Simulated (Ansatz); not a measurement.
FH$_{4}$NSiZn, SMILES `[NH2][Zn][SiH2]F`, charge 0, multiplicity 1.

Problem. Give a relaxed structure at PBE0-D4/def2-TZVP (Ansatz). (Estimate.)

Solution. The calculation gave: 
Cartesian coordinates in Å:
```
N 1.905 1.450 0.146
Zn 0.460 0.352 0.036
Si -1.331 -1.166 -0.192
F -2.619 -0.619 0.613
H 2.440 1.532 0.997
H 1.935 2.329 -0.349
H -1.761 -1.359 -1.605
H -1.029 -2.519 0.354
```
Point group Cs.
